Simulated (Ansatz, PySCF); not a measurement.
System: sum formula Si₂NH₆, net charge -1, singlet state. It need not be the lowest isomer of its formula. Whether it binds its extra electron was not tested at this geometry. 
Geometry from a B3LYP-D3(BJ)/def2-TZVP (Ansatz, a quantum-chemistry and plane-wave program) optimisation:
```
N
Si 1 1.6381
Si 1 1.6381 2 149.74
H 2 1.5102 1 113.83 3 -179.63
H 3 1.5102 1 113.83 2 179.37
H 3 1.5163 5 102.27 1 -127.37
H 2 1.5163 4 102.27 1 127.39
H 2 1.5163 4 102.28 7 105.21
H 3 1.5163 5 102.28 6 -105.21
```
Charge -1, spin multiplicity 1.

Total electronic energies in hartree. Valence correlation only, unless marked. No spin-orbit coupling. Non-relativistic. CBS marks a two-point X^-3 extrapolation of the correlation energy; Hartree-Fock from the larger set. [CCSD(T)-MP2]/basis is that difference in the basis named.

```json
[
 {"level": "HF/cc-pwCVTZ", "program": "Ansatz", "energy (Eh)": "-635.90678"},
 {"level": "RI-HF/aug-cc-pV(Q+d)Z", "program": "Ansatz", "energy (Eh)": "-635.91775"},
 {"level": "PBE-D3(BJ)/def2-TZVPD", "program": "Ansatz + dftd3", "energy (Eh)": "-637.07110"},
 {"level": "revPBE-D3(BJ)/def2-TZVPD", "program": "Ansatz + dftd3", "energy (Eh)": "-637.31804"},
 {"level": "r2SCAN-D3(BJ)/def2-TZVPD", "program": "Ansatz + dftd3", "energy (Eh)": "-637.36226"},
 {"level": "PBE0/6-31G*", "program": "Ansatz", "energy (Eh)": "-637.03013"},
 {"level": "PBE0-D4/def2-TZVP", "program": "Ansatz + dftd4", "energy (Eh)": "-637.13402"},
 {"level": "PBE0/def2-TZVP", "program": "Ansatz", "energy (Eh)": "-637.12727"},
 {"level": "BHLYP-D4/def2-TZVPD", "program": "Ansatz + dftd4", "energy (Eh)": "-637.42439"},
 {"level": "TPSSh-D4/def2-TZVPD", "program": "PySCF + dftd4", "energy (Eh)": "-637.50798"},
 {"level": "TPSSh/def2-TZVPD", "program": "PySCF", "energy (Eh)": "-637.49823"},
 {"level": "CAM-B3LYP/def2-TZVPD", "program": "Ansatz", "energy (Eh)": "-637.43725"},
 {"level": "LC-wPBE-D3(BJ)/def2-TZVPD", "program": "Ansatz + dftd3", "energy (Eh)": "?"},
 {"level": "B2GP-PLYP/def2-TZVPD", "program": "Ansatz", "energy (Eh)": "?"},
 {"level": "MP2/cc-pVTZ", "program": "Ansatz", "energy (Eh)": "-636.37639"},
 {"level": "RI-MP2/cc-pV(T+d)Z", "program": "Ansatz", "energy (Eh)": "-636.38674"},
 {"level": "SCS-MP2/STO-3G", "program": "Ansatz", "energy (Eh)": "-628.36389"},
 {"level": "SCS-MP2/cc-pV(D+d)Z", "program": "Ansatz", "energy (Eh)": "-636.24737"},
 {"level": "SCS-MP2/cc-pVTZ", "program": "Ansatz", "energy (Eh)": "-636.39109"},
 {"level": "CCSD/cc-pV(T+d)Z", "program": "Ansatz", "energy (Eh)": "-636.42923"},
 {"level": "CCSD/cc-pwCVTZ", "program": "Ansatz", "energy (Eh)": "-636.43686"},
 {"level": "CCSD(T)/6-31G", "program": "Ansatz", "energy (Eh)": "-635.90712"},
 {"level": "RI-MP2/CBS(aug-cc-pV(T+d)Z,aug-cc-pV(Q+d)Z)+[CCSD(T)-MP2]/aug-cc-pV(T+d)Z", "program": "Ansatz", "energy (Eh)": "-636.5259"}
]
```

Problem. What belongs in the gaps?

Solution. 
- LC-wPBE-D3(BJ)/def2-TZVPD, energy (Eh): -637.23889
- B2GP-PLYP/def2-TZVPD, energy (Eh): -637.06006
